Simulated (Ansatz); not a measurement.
C$_{2}$H$_{5}$AlFN (`N[CH]1[CH2][Al]1[F]`). Charge 0, multiplicity 1.

Cartesian coordinates in Å:
```
N -0.776 1.073 0.942
C 0.031 0.500 -0.086
C -0.422 -0.920 -0.676
Al 1.438 -0.784 -0.365
F 2.918 -1.505 -0.294
H -0.513 0.784 1.872
H -0.792 2.082 0.913
H 0.086 1.195 -0.930
H -1.124 -0.896 -1.509
H -0.846 -1.529 0.132
```

Give the diagnostics of a CCSD(T)/def2-TZVPP run (frozen core, Ansatz). (An estimate is asked.)

Computed: T1 = 0.0132, largest single amplitude 0.024, largest double 0.029, (T) share of the correlation energy 3.8 %, 12 CCSD cycles. The RHF solution is stable towards an unrestricted one. T1 lies under the customary mark of 0.02 for closed shells.
